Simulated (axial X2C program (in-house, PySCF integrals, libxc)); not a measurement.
# Bond lengths and stretching modes, held linear, of CGaO

Calculated with an in-house all-electron X2C program for linear molecules (integrals from PySCF): two-component X2C with atomic mean-field Coulomb and Gaunt terms, Gaussian nuclei, basis C dyall-v3z, Ga dyall-v3z, O dyall-av3z with contracted cores. Spin-free rows use the one-electron spin-free X2C Hamiltonian.

Masses C 12.000, Ga 68.926, O 15.995 u. States: 2c Ω = 3/2 (beyond evenly filled blocks: ω = 3/2); spin-free M_S = 3/2, Λ = 0 (beyond evenly filled blocks: σα, π+α, π-α).

LDA, spin-free: energies above the lowest point

```
r(C–Ga) (Å)  r(Ga–O) (Å)  E (meV)
     1.8301       1.6000    30.50
     1.8301       1.6410     0.00
     1.8301       1.6820    35.95
     1.8770       1.6000    43.52
     1.8770       1.6410    12.90
     1.8770       1.6820    48.60
     1.8770       1.7231   136.41
     1.9239       1.6000    88.37
     1.9239       1.6410    57.33
     1.9239       1.6820    92.50
     1.9708       1.6410   126.34
     1.9708       1.7231   246.98
```

Question: Fit a quadratic surface with cubic terms in each bond: where is the minimum, and what are the two stretching wavenumbers?

Answer: At LDA, spin-free: bonds 1.836 and 1.638 Å; harmonic stretches 651.6 and 932.2 cm⁻¹; force constants 2.72, 6.42 and coupling -0.04 mdyn/Å.

The other levels and Hamiltonians give:

| Hamiltonian | level | r(C–Ga) (Å) | r(Ga–O) (Å) | lower stretch (cm⁻¹) | upper stretch (cm⁻¹) |
| --- | --- | --- | --- | --- | --- |
| 2c | PBE0 | 1.875 | 1.643 | 635.6 | 941.0 |
| spin-free | PBE0 | 1.874 | 1.642 | 635.9 | 941.3 |

Each state is one determinant, the lowest of a limited PBE0 search; the stretches come from a fit to these few points and carry an uncertainty of a few per cent. Other orders of the atoms were not compared. Left out for rough or failed fits: HF 2c, LDA 2c, MP2 2c, HF spin-free, MP2 spin-free. The molecule was held linear; bending was not examined, so a bent shape may lie lower. Note: several unpaired electrons, one determinant need not be a pure state.
